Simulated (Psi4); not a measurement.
Br3Sb, triplet, at the geometry of the source list (a higher spin typed on purpose: for a closed-shell molecule this is an excited state) (all electrons, no relativity); Psi4 with HF/STO-3G.

Psi4 was given this input:
```
memory 2 GB

molecule mol {
0 3
  Sb   -0.000800   -0.001000    0.987200
  Br    0.521700   -2.122600   -0.328900
  Br    1.578000    1.513300   -0.329400
  Br   -2.099000    0.610300   -0.328900
}

set basis sto-3g
set reference uhf
set scf_type pk
set damping_percentage 20

energy('scf')
print_variables()
```

Predict the main parts of the log of this Psi4 run.


```
   => Loading Basis Set <=

    Name: STO-3G
    Role: ORBITAL
    Keyword: BASIS

         ---------------------------------------------------------
                                   SCF
               by Justin Turney, Rob Parrish, Andy Simmonett
                          and Daniel G. A. Smith
                              UHF Reference
         ---------------------------------------------------------

  ==> Geometry <==

    Molecular point group: c1
    Full point group: C1

    Geometry (in Angstrom), charge = 0, multiplicity = 3:

       Center              X                  Y                   Z               Mass
    ------------   -----------------  -----------------  -----------------  -----------------
         SB          -0.000684022956    -0.000882610266     0.871312854336   120.903812000000
         BR           0.521815977044    -2.122482610266    -0.444787145664    78.918337600000
         BR           1.578115977044     1.513417389734    -0.445287145664    78.918337600000
         BR          -2.098884022956     0.610417389734    -0.444787145664    78.918337600000

  Running in c1 symmetry.

  Rotational constants: A =      0.02393  B =      0.02393  C =      0.01490 [cm^-1]
  Rotational constants: A =    717.54275  B =    717.47962  C =    446.69413 [MHz]
  Nuclear repulsion = 1624.149111047400766

  Charge       = 0
  Multiplicity = 3
  Electrons    = 156
  Nalpha       = 79
  Nbeta        = 77

  ==> Algorithm <==

  SCF Algorithm Type is PK.
  DIIS enabled.
  MOM disabled.
  Fractional occupation disabled.
  Guess Type is SAD.
  Energy threshold   = 1.00e-06
  Density threshold  = 1.00e-06
  Integral threshold = 1.00e-12

  ==> Primary Basis <==

  Basis Set: STO-3G
    Blend: STO-3G
    Number of shells: 35
    Number of basis functions: 81
    Number of Cartesian functions: 86
    Spherical Harmonics?: true
    Max angular momentum: 2

  ==> Integral Setup <==

  Using in-core PK algorithm.
   Calculation information:
      Number of atoms:                   4
      Number of AO shells:              35
      Number of primitives:            105
      Number of atomic orbitals:        86
      Number of basis functions:        81

      Integral cutoff                 1.00e-12
      Number of threads:                 1

  Performing in-core PK
  Using 11032362 doubles for integral storage.
  We computed 76562 shell quartets total.
  Whereas there are 198765 unique shell quartets.

  ==> DiskJK: Disk-Based J/K Matrices <==

    J tasked:                  Yes
    K tasked:                  Yes
    wK tasked:                  No
    Schwarz Cutoff:          1E-12

  Minimum eigenvalue in the overlap matrix is 3.3146958392E-01.
  Reciprocal condition number of the overlap matrix is 1.8908716186E-01.
    Using symmetric orthogonalization.

  ==> Pre-Iterations <==

  SCF Guess: Superposition of Atomic Densities via on-the-fly atomic UHF (no occupation information).

   -------------------------
    Irrep   Nso     Nmo
   -------------------------
     A         81      81
   -------------------------
    Total      81      81
   -------------------------

  ==> Iterations <==

                        Total Energy        Delta E     RMS |[F,P]|

   @UHF iter SAD: -13879.06944508817833   -1.38791e+04   0.00000e+00
   @UHF iter   1: -13885.30944404157526   -6.24000e+00   3.03472e-03 ADIIS/DIIS
   @UHF iter   2: -13885.33660045745637   -2.71564e-02   4.56076e-04 ADIIS/DIIS/DAMP=20%
   @UHF iter   3: -13885.32848963133438    8.11083e-03   3.25074e-04 ADIIS/DIIS/DAMP=20%
   @UHF iter   4: -13885.32332882850824    5.16080e-03   2.00971e-04 ADIIS/DIIS/DAMP=20%
   @UHF iter   5: -13885.34131600506225   -1.79872e-02   1.28848e-04 ADIIS/DIIS/DAMP=20%
   @UHF iter   6: -13885.34169113310963   -3.75128e-04   9.03557e-05 DIIS/DAMP=20%
   @UHF iter   7: -13885.34140428538558    2.86848e-04   7.52486e-05 DIIS/DAMP=20%
   @UHF iter   8: -13885.34223264669890   -8.28361e-04   5.31612e-05 DIIS/DAMP=20%
[...]
   @UHF iter  71: -13885.34453475720147    1.87124e-05   2.29592e-05 DIIS/DAMP=20%
   @UHF iter  72: -13885.34458848368922   -5.37265e-05   2.06781e-05 DIIS/DAMP=20%
   @UHF iter  73: -13885.34476060545967   -1.72122e-04   1.96826e-05 DIIS/DAMP=20%
   @UHF iter  74: -13885.34449759049676    2.63015e-04   2.18334e-05 DIIS/DAMP=20%
   @UHF iter  75: -13885.34448164818241    1.59423e-05   2.58886e-05 DIIS/DAMP=20%
   @UHF iter  76: -13885.34569281897711   -1.21117e-03   2.77200e-05 DIIS/DAMP=20%
   @UHF iter  77: -13885.34265877771213    3.03404e-03   2.02787e-05 DIIS/DAMP=20%
   @UHF iter  78: -13885.34400104629822   -1.34227e-03   3.80689e-05 DIIS/DAMP=20%
   @UHF iter  79: -13885.34607987076924   -2.07882e-03   4.35057e-05 DIIS/DAMP=20%
   @UHF iter  80: -13885.34450504933920    1.57482e-03   2.78242e-05 DIIS/DAMP=20%
   @UHF iter  81: -13885.34507796651087   -5.72917e-04   3.34160e-05 DIIS/DAMP=20%
   @UHF iter  82: -13885.34380038126619    1.27759e-03   2.86683e-05 DIIS/DAMP=20%
   @UHF iter  83: -13885.34454577004544   -7.45389e-04   3.63395e-05 DIIS/DAMP=20%
   @UHF iter  84: -13885.34378610402382    7.59666e-04   3.33549e-05 DIIS/DAMP=20%
   @UHF iter  85: -13885.34431460588348   -5.28502e-04   4.13779e-05 DIIS/DAMP=20%
   @UHF iter  86: -13885.34432938616737   -1.47803e-05   4.29064e-05 DIIS/DAMP=20%
   @UHF iter  87: -13885.34488608082211   -5.56695e-04   4.07255e-05 DIIS/DAMP=20%
   @UHF iter  88: -13885.34486256115088    2.35197e-05   3.87703e-05 DIIS/DAMP=20%
   @UHF iter  89: -13885.34461678455591    2.45777e-04   4.21093e-05 DIIS/DAMP=20%
   @UHF iter  90: -13885.34502701567908   -4.10231e-04   3.64283e-05 DIIS/DAMP=20%
   @UHF iter  91: -13885.34521637309808   -1.89357e-04   3.08548e-05 DIIS/DAMP=20%
   @UHF iter  92: -13885.34476198256743    4.54391e-04   4.12254e-05 DIIS/DAMP=20%
   @UHF iter  93: -13885.34424691664572    5.15066e-04   3.56232e-05 DIIS/DAMP=20%
   @UHF iter  94: -13885.34451871748570   -2.71801e-04   5.58061e-05 DIIS/DAMP=20%
   @UHF iter  95: -13885.34325325774626    1.26546e-03   2.06002e-05 DIIS/DAMP=20%
   @UHF iter  96: -13885.34368235987677   -4.29102e-04   6.18071e-05 DIIS/DAMP=20%
   @UHF iter  97: -13885.34414768741044   -4.65328e-04   7.18855e-05 DIIS/DAMP=20%
   @UHF iter  98: -13885.34442867335383   -2.80986e-04   9.68672e-05 DIIS/DAMP=20%
   @UHF iter  99: -13885.34469530969727   -2.66636e-04   5.79877e-05 DIIS/DAMP=20%
   @UHF iter 100: -13885.34466047802562    3.48317e-05   4.47500e-05 DIIS/DAMP=20%

PsiException: Could not converge SCF iterations in 100 iterations.

  Failed to converge.

Traceback (most recent call last):
  File "psi4", line 375, in <module>
  File "<string>", line 27, in <module>
  File "site-packages/psi4/driver/driver.py", line 533, in energy
  File "site-packages/psi4/driver/procrouting/proc.py", line 2760, in run_scf
  File "site-packages/psi4/driver/procrouting/proc.py", line 2047, in scf_helper
  File "site-packages/psi4/driver/procrouting/scf_proc/scf_iterator.py", line 93, in scf_compute_energy
  File "site-packages/psi4/driver/procrouting/scf_proc/scf_iterator.py", line 86, in scf_compute_energy
  File "site-packages/psi4/driver/procrouting/scf_proc/scf_iterator.py", line 609, in scf_iterate

psi4.driver.p4util.exceptions.SCFConvergenceError: Could not converge SCF iterations in 100 iterations.

Printing out the relevant lines from the Psithon --> Python processed input file:
    core.IO.set_default_namespace("mol")
    core.set_global_option("BASIS", "sto-3g")
    core.set_global_option("REFERENCE", "uhf")
    core.set_global_option("SCF_TYPE", "pk")
    core.set_global_option("DAMPING_PERCENTAGE", 20)
--> energy('scf')
    print_variables()

!-------------------------------------------------------!
!                                                       !
!  Could not converge SCF iterations in 100 iterations. !
!                                                       !
!-------------------------------------------------------!
```

Convergence was not reached.
